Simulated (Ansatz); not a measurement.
Coupled-cluster diagnostics for Cu(AsH3)(OH) (CuAsOH4), Ansatz.

Geometry of the singlet (PBE-D4/def2-TZVP):

```xyz
7

Cu    0.8080   -0.1094    0.6531
As   -0.9505   -0.0455   -0.7376
H    -0.8494    0.6659   -2.0806
H    -2.2678    0.5872   -0.3063
H    -1.5423   -1.3445   -1.2670
O     2.1957   -0.3051    1.7668
H     2.6063    0.5513    1.9716
```

Correlated methods freeze 19 core orbitals; core or outer-core shells of As are correlated, in sets that lack core-valence functions.

Question: Estimate the CCSD(T) correlation energy, the shares of MP2 and (T), T1 and the reference's ⟨S²⟩ for: charge 0, singlet, own geometry in def2-TZVPP; and the rough time on 4 threads of Arm Neoverse V2 on a shared host.

Answer: 
```tsv
state	basis	correlation (eV)	MP2 share (%)	(T) share (%)	T1	⟨S²⟩ (pure)	wall time
charge 0, singlet, own geometry	def2-TZVPP	-29.000	102.2	4.1	0.024	0.00 (0.00)	81 s
```
Customary marks for T1 are 0.02 (closed shells), 0.045 (open shells) and about 0.05 (3d metals). T1 exceeds 0.02 in 1 of 1 rows and 0.045 in 0; the higher it lies, the less the single-reference result can be trusted.
